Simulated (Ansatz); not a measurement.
Stepwise reaction of `[O]=[W](=[O])([F])[F]` with water, as a gas-phase model of exchange steps in deposition or etching. ΔE in kJ/mol; ΔG adds harmonic PBE0-D4 terms to CCSD(T)/CBS, at 1 bar.

Isolated molecules relaxed with PBE0-D4/def2-TZVP in Ansatz; ΔE leaves out vibrations. CCSD(T)/CBS adds triple-zeta CCSD(T) − MP2 to the extrapolated MP2 energy (def2 sets, frozen cores). This one scheme is used for every species. Functionals use def2-TZVPP. B3LYP here is the variant with VWN-RPA as its local correlation; programs differ in this. Elements past krypton have def2 core potentials. For W outer-core shells are correlated without core-valence functions, which leaves a few kJ/mol of doubt a bond. Each species was taken in one conformer, which may not be the lowest.

```json
{"step": "1", "reaction": "`[O]=[W](=[O])([F])[F]` + H₂O → `[O]=[W](=[O])([OH])[F]` + H–F", "PBE-D4": "20.8", "B3LYP-D4": "19.0", "ωB97M-V": "19.8", "CCSD(T)/CBS": "14.5", "ΔG(600 K)": "11.8"}
```

(1) Give the row of step 2, `[O]=[W](=[O])([OH])[F]` + H₂O → `[O]=[W](=[O])([OH])[OH]` + H–F. (An estimate is asked.)

(2) By hand: ΔE of the 2 steps together at CCSD(T)/CBS.

Results:

(1) Ansatz gave: 
| step | reaction | PBE-D4 | B3LYP-D4 | ωB97M-V | CCSD(T)/CBS | ΔG(600 K) |
| --- | --- | --- | --- | --- | --- | --- |
| 2 | `[O]=[W](=[O])([OH])[F]` + H₂O → `[O]=[W](=[O])([OH])[OH]` + H–F | 26.3 | 25.0 | 25.7 | 20.1 | 23.8 |

(2) (14.5) + (20.1) = 34.6 kJ/mol, or 17.3 kJ/mol a step.

In ΔE each step is higher than the one before. All are uphill at CCSD(T)/CBS. ΔG lies between 11.8 and 23.8 kJ/mol a step. PBE-D4 differs from CCSD(T)/CBS by 6.2 to 6.3 kJ/mol a step. Isolated molecules leave out the surface, adducts and barriers. Largest T1 diagnostic: 0.023.
